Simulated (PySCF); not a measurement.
## Excited states of Ga²⁹⁺ (gallium, charge +29)

Ground state 1s2, ¹S. All numbers are calculated (PySCF 2.14, scalar relativity by spin-free X2C-1e, in an even-tempered Gaussian basis (18 s from 2.37 bohr⁻², ratio 2.5; 9 p from 2.9 bohr⁻², ratio 2.7; 7 d from 3.2 bohr⁻², ratio 2.7; 3 f from 250 bohr⁻², ratio 2.7)). Vertical excitation energies in eV without spin-orbit coupling; excited terms of each kind are numbered among those the solver found. Frozen: nothing.

| term | leading excitation | EOM-EE-CCSD |
| --- | --- | --- |
| 1 3S | 1s → s | 9546.7 |
| 1 1S | 1s → s | 9584.7 |
| 1 3P° | 1s → p | 9606.4 |
| 1 1P° | 1s → p | 9633.2 |
| 2 3S | 1s → s | 11316.5 |
| 2 1S | 1s → s | 11326.5 |
| 2 3P° | 1s → p | 11333.9 |
| 2 1P° | 1s → p | 11341.1 |
| 1 3D | 1s → d | 11344.8 |
| 1 1D | 1s → d | 11345.1 |
| 2 3D | 1s → d | 11943.5 |
| 2 1D | 1s → d | 11943.7 |

The spin-orbit splitting of the hole, absent here, rivals or exceeds the spacing of these terms, so the LS terms are model states.

Only the lower part of the computed list is shown. Doubly excited terms such as np² are absent. The solver can miss terms. The 8 highest virtual orbitals were dropped.
